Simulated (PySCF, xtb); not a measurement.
AlH₅P₂, SMILES [PH2][AlH][PH2]. One conformer was computed; it need not be the lowest.

Harmonic wavenumbers (cm⁻¹) from GFN2-xTB in xtb at its own minimum, in rising order: 34, 53, 85, 308, 355, 368, 423, 485, 508, 528, 597, 1110, 1120, 1714, 2141, 2151, 2201, 2231.

### Question
What does ωB97X-D3(BJ)/def2-SVP (PySCF 2.14.0) give at its own minimum? (Estimate from the structure and the level; the computed values follow.)

### Answer
102, 115, 143, 375, 383, 463, 479, 502, 581, 662, 715, 1101, 1111, 1953, 2444, 2446, 2457, 2459. Paired by order, the mean absolute difference is 117 cm⁻¹ and the zero-point energies are 23.5 and 26.4 kcal/mol.
